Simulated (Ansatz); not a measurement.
Basis-set series for H6N3Sc, SMILES `[NH2][Sc]([NH2])[NH2]`. Total charge 0; spin multiplicity 1. Geometry: relaxed with PBE0-D4/def2-TZVP. It is one conformer, not always the lowest.

```tsv
functional	basis	functions	energy (Eh)	HOMO (eV)	LUMO (eV)
PBE0-D4	def2-SVP	103	-928.06959	-6.16	-0.72
PBE0-D4	def2-TZVPP	241	-928.38064	-6.64	-1.04
ωB97M-V	def2-SVP	103	-928.32552	-8.58	0.36
ωB97M-V	def2-TZVPP	241	-928.64390	-9.05	0.35
```

Problem. Give the rows for def2-QZVPP. (Best estimate.)

Solution. Ansatz gave: 
```json
{"functional": "PBE0-D4", "basis": "def2-QZVPP", "functions": "444", "energy (Eh)": "-928.40598", "HOMO (eV)": "-6.68", "LUMO (eV)": "-1.08"}
{"functional": "ωB97M-V", "basis": "def2-QZVPP", "functions": "444", "energy (Eh)": "-928.66750", "HOMO (eV)": "-9.09", "LUMO (eV)": "0.11"}
```

Positive LUMOs are unbound and depend on the basis. Scalar relativity is left out up to krypton.
